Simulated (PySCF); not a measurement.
C₂H₆Se, SMILES [Se](C)C. Coordinates come from a PBE0-D3(BJ)/def2-SVP optimisation.

Computed with PBE0-D3(BJ)/def2-SVP (PySCF).

Harmonic wavenumbers (cm⁻¹): 155, 159, 219, 618, 632, 855, 893, 925, 976, 1286, 1309, 1431, 1439, 1445, 1452, 3062, 3066, 3175, 3182, 3190, 3191. Rotational constants (GHz): 11.45, 6.869, 4.547; symmetry number 2.

Task: Work out the zero-point energy and the ideal-gas rigid-rotor harmonic-oscillator thermochemistry at 298.15 K and 1 atm.

Result: ZPE = ½ Σ hcν = ½ × 32660 cm⁻¹ = 46.69 kcal/mol. H − E(el) = 50.53 kcal/mol. Entropy in cal/(mol K): translation 39.98, rotation 22.93, vibration 8.61, total 71.52. G − E(el) = 29.21 kcal/mol. Cp = 18.12 cal/(mol K).
